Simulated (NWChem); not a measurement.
CH₄Ge, singlet; SMILES [CH3][GeH]

Low-valent species are run as closed-shell singlets; no triplet was tried in these runs.

Give the equilibrium geometry at PBE-D3(BJ)/def2-SVP (NWChem) as a list of bonds and angles, with the point group.

point group Cs; any orientation.
Bonded distances (Å): Ge1–H2 1.621, Ge1–C3 2.009, C3–H4 1.107, C3–H5 1.113, C3–H6 1.112. Bond angles (°): H2–Ge1–C3 92.6, Ge1–C3–H4 113.1, Ge1–C3–H5 109.4, Ge1–C3–H6 109.6, H4–C3–H5 109.3, H4–C3–H6 109.4, H5–C3–H6 105.8.
